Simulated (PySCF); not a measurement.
C5H7F, SMILES CC1=C(F)CC1. Geometry: PBE0-D3(BJ)/def2-SVP. The structure was generated by enumeration, and PubChem lists no compound with its InChIKey, so it may never have been made.

Computed equilibrium geometry at PBE0-D3(BJ)/def2-SVP (PySCF confirms it by a frequency run) as Cartesian coordinates in Å, and its point group:
point group Cs.
```xyz
13

C     -0.3736     2.0514     0.0000
C      0.1213     0.6565     0.0000
C     -0.4202    -0.5682     0.0000
F     -1.6697    -1.0042     0.0000
C      0.8518    -1.3492     0.0000
C      1.5188     0.0621     0.0000
H     -0.0150     2.6022     0.8857
H     -1.4724     2.0812     0.0000
H     -0.0150     2.6022    -0.8857
H      1.0475    -1.9587     0.8971
H      1.0475    -1.9587    -0.8971
H      2.1231     0.2765    -0.8970
H      2.1231     0.2765     0.8970
```
Charge 0, spin multiplicity 1.
